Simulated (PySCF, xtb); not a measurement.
Bi(TeH)3 (BiH3Te3), SMILES [TeH][Bi]([TeH])[TeH].

Harmonic wavenumbers (cm⁻¹) from GFN2-xTB (xtb 6.7.1) at its own minimum, in rising order: 27, 39, 59, 64, 81, 98, 181, 188, 190, 526, 534, 583, 1849, 1862, 1874.

What does PBE-D3(BJ)/def2-SVP in PySCF give at its own minimum? (Estimate from the structure and the level; the computed values follow.)

32, 32, 43, 130, 130, 149, 149, 156, 210, 482, 486, 486, 2028, 2028, 2028. Paired by order, the mean absolute difference is 64 cm⁻¹ and the zero-point energies are 11.7 and 12.3 kcal/mol.
